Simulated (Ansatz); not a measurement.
Geometry optimisation, RKS revPBE-D4/def2-SVP (Ansatz 0.2.0).

The input (input.yaml):

```yaml
crystal:
  periodic: [false, false, false]
  atoms:
    - { symbol: B, position_ang: [0.030336, -0.589407, -0.455491] }
    - { symbol: Cl, position_ang: [0.022497, 0.28418, 2.48262] }
    - { symbol: Cl, position_ang: [1.537013, 0.217405, -0.812323] }
    - { symbol: Cl, position_ang: [-1.522384, 0.144441, -0.774815] }
    - { symbol: Br, position_ang: [0.083169, -2.518339, 0.107138] }
    - { symbol: H, position_ang: [0.004269, -1.051879, 2.43117] }
basis:
  gaussian: { orbitals: def2-SVP }
hamiltonian:
  xc: revpbe
  dispersion: d4
relax:
  f_tol: 0.03
  max_steps: 50
```

Launched with:

```bash
$ ansatz run input.yaml --threads 2 --pin off --max-ram 3072MiB --backend cpu --events-out ev --progress --plain --runs-dir out
```

Task: Where does it end, and by what steps?

Result: The run converged. After 6 steps the energy has fallen by 0.084 eV; Cl2 moved furthest, 0.31 Å.

| step | energy less start (eV) | largest force component (eV/Å) | accepted |
| --- | --- | --- | --- |
| 0 | 0.0000 | 0.968 | yes |
| 1 | -0.0543 | 0.930 | yes |
| 2 | 0.0191 | 1.361 | no |
| 3 | -0.0641 | 0.851 | yes |
| 4 | -0.0755 | 0.537 | yes |
| 5 | -0.0837 | 0.033 | yes |
| 6 | -0.0840 | 0.027 | yes |

```xyz
6
Properties=species:S:1:pos:R:3
B 0.029 -0.644 -0.561
Cl 0.012 0.263 2.796
Cl 1.528 0.192 -0.898
Cl -1.513 0.123 -0.872
Br 0.076 -2.465 0.088
H 0.023 -0.982 2.425
```

Whether the end is a true minimum wasn't checked by a vibrational analysis.

Time of the run: 24 s on 2 threads of Arm Neoverse N1 (shared host), peak memory 0.15 GiB.
